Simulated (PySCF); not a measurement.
Species: C₇H₈.
Geometry (PBE0-D3(BJ)/def2-SVP, Å), atoms numbered from 1 in this order:
```xyz
15
C7H8 angstrom
C      2.951   -0.527    0.242
C      1.934   -0.040   -0.206
C      0.707    0.483   -0.727
C      0.609    1.765   -1.114
C     -0.456   -0.484   -0.806
C     -0.886   -0.993    0.537
C     -2.118   -0.878    1.033
H      3.858   -0.946    0.637
H      1.461    2.444   -1.048
H     -0.333    2.159   -1.507
H     -1.299    0.004   -1.318
H     -0.144   -1.341   -1.431
H     -0.108   -1.487    1.132
H     -2.918   -0.385    0.471
H     -2.374   -1.274    2.020
```

Computed with PySCF at wB97X-D/def2-SVPD, non-relativistic, on one gas-phase PBE0-D3(BJ)/def2-SVP geometry that isn't relaxed in the solvent. The solvent is an IEF-PCM continuum (cavity from Bondi-type radii × 1.2), and excitations are vertical TDDFT with non-equilibrium linear response and a frozen core. The model holds no explicit solvent molecules, cavitation or dispersion.

Gas-phase singlets (H = HOMO, L = LUMO):

```json
{"state": "S1", "E (eV)": "5.562", "λ (nm)": "223", "f": "0.001", "leading configuration": "H-2→L 76%"}
{"state": "S2", "E (eV)": "5.688", "λ (nm)": "218", "f": "0.235", "leading configuration": "H→L 83%"}
{"state": "S3", "E (eV)": "6.287", "λ (nm)": "197", "f": "0.000", "leading configuration": "H→L+3 51%"}
{"state": "S4", "E (eV)": "6.508", "λ (nm)": "191", "f": "0.038", "leading configuration": "H-1→L 78%"}
{"state": "S5", "E (eV)": "7.049", "λ (nm)": "176", "f": "0.021", "leading configuration": "H→L+1 57%"}
```

Give the list for dichloromethane (ε = 8.93), n² = 2.03.

| state | E (eV) | λ (nm) | f | leading configuration | change by rank (eV) |
| --- | --- | --- | --- | --- | --- |
| S1 | 5.596 | 222 | 0.314 | H→L 84% | +0.034 |
| S2 | 5.628 | 220 | 0.018 | H-2→L 73% | -0.060 |
| S3 | 6.318 | 196 | 0.000 | H→L+3 67% | +0.031 |
| S4 | 6.490 | 191 | 0.061 | H-1→L 78% | -0.018 |
| S5 | 7.016 | 177 | 0.021 | H→L+1 53% | -0.033 |

How does the list change in dimethylsulfoxide (ε = 46.83)?

| state | E (eV) | λ (nm) | f | leading configuration | change by rank (eV) |
| --- | --- | --- | --- | --- | --- |
| S1 | 5.592 | 222 | 0.331 | H→L 87% | +0.030 |
| S2 | 5.638 | 220 | 0.010 | H-2→L 74% | -0.050 |
| S3 | 6.326 | 196 | 0.000 | H→L+3 68% | +0.039 |
| S4 | 6.489 | 191 | 0.063 | H-1→L 77% | -0.019 |
| S5 | 7.009 | 177 | 0.019 | H→L+1 52% | -0.040 |

The ground-state energy changes by -0.184 eV from gas to dimethylsulfoxide. By how much does the total energy of gas-phase S2 change?

E(S2) = E(S0) + excitation energy, so it changes by -0.184 − 0.096 = -0.280 eV: it is lowered more than the ground state, which is what a red shift means. This is the vertical state, with the slow part of the continuum still set for S0.

How do the frontier levels move from gas to dimethylsulfoxide?

```csv
orbital,gas (eV),solvent (eV),change (eV),"Löwdin shares, gas","Löwdin shares, solvent"
LUMO+2,2.43,2.42,-0.01,"C4 17 %, C1 17 %, C7 11 %, C6 9 %","C1 23 %, C4 14 %, C6 12 %, C2 11 %"
LUMO+1,2.10,2.06,-0.04,"C7 30 %, C6 28 %, C5 6 %, H15 5 %","C7 30 %, C6 28 %, C2 6 %, C1 6 %"
LUMO,0.82,0.79,-0.03,"C4 28 %, C3 21 %, C1 16 %, C2 12 %","C4 28 %, C3 21 %, C1 16 %, C2 13 %"
HOMO,-8.85,-8.93,-0.08,"C4 27 %, C1 22 %, C3 20 %, C2 18 %","C4 27 %, C1 22 %, C3 21 %, C2 17 %"
HOMO-1,-9.39,-9.43,-0.04,"C7 37 %, C6 33 %, C5 8 %","C7 37 %, C6 34 %, C5 8 %"
HOMO-2,-10.03,-10.16,-0.13,"C1 40 %, C2 39 %","C1 40 %, C2 39 %"
HOMO-3,-11.21,-11.29,-0.08,"C2 27 %, C1 20 %, C3 17 %, C5 9 %","C2 27 %, C1 20 %, C3 14 %, C5 10 %"
```

The HOMO–LUMO gap goes from 9.67 to 9.72 eV.

wB97X-D is run here without its empirical dispersion term; that term would change no orbital, density or response property at a fixed geometry.
